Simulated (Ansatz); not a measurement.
## Ligand exchange: C2H5ClZn + CH3F → C2H5FZn + CH3Cl

Gas-phase species: C2H5ClZn `C[CH2][Zn][Cl]`, singlet; CH3F (fluoromethane) `CF`, singlet; C2H5FZn `C[CH2][Zn][F]`, singlet; CH3Cl `CCl`, singlet. The partners trade Cl for F: Zn–Cl and C–F bonds give way to Zn–F and C–Cl.

Shapes, held fixed at every level: PBE0-D4/def2-TZVP. Programs: Ansatz 0.2.0. The zero-point and thermal change to 298 K, harmonic and unscaled (PBE0-D4/def2-TZVP), is -2.4 kJ/mol.

```
               level                    kind  ΔH(298 K) (kJ/mol)  CPU time (sum over the molecules)
         HF/def2-SVP            Hartree–Fock               +64.0                                  –
       HF/def2-TZVPP            Hartree–Fock               +53.3                                  –
    SPW92/def2-TZVPP                     LDA               +26.8                               10 s
r2SCAN-D4/def2-TZVPP                meta-GGA               +29.5                               42 s
 BHLYP-D4/def2-TZVPP           global hybrid               +40.1                               25 s
  wB97X-V/def2-TZVPP  range-separated hybrid               +30.7                               65 s
  wB97M-V/def2-TZVPP  range-separated hybrid               +31.5                               91 s
```

wB97M-V/def2-TZVPP gives ΔH(298 K) = +31.5 kJ/mol; the levels span +26.8 to +64.0. The median of the levels is +31.5. No measured value is set beside it here. Relativity is left out for Zn. Times are processor times on shared x86 and Arm servers, and rough.
